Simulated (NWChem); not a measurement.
System: Mg

Input file for NWChem:

```
start job
memory heap 200 mb stack 900 mb global 1100 mb
geometry units angstroms noautosym nocenter noautoz
  Mg     0.000000     0.000000     0.000000
end
basis spherical
  Mg library aug-cc-pvdz
end
dft
  xc xcamb88 1.00 lyp 0.81 vwn_5 0.19 hfexch 1.00
  cam 0.33 cam_alpha 0.19 cam_beta 0.46
  iterations 150
  vectors input atomic output neutral.movecs
end
task dft energy
charge 1
dft
  odft
  mult 2
  vectors input atomic output cation.movecs
end
task dft energy
```

Ions are spin-unrestricted doublets at the neutral geometry; other ion states weren't tried.

Problem. Predict the main results of this run. (CAM-B3LYP/aug-cc-pVDZ, vertical spin-unrestricted ions.) Quantities: basis functions; vertical ionisation energy, ΔSCF (eV); −ε(HOMO) (eV).

Solution. 
- number of basis functions: 27
- vertical ionisation energy, ΔSCF (eV): 7.74
- −ε(HOMO) (eV): 6.51
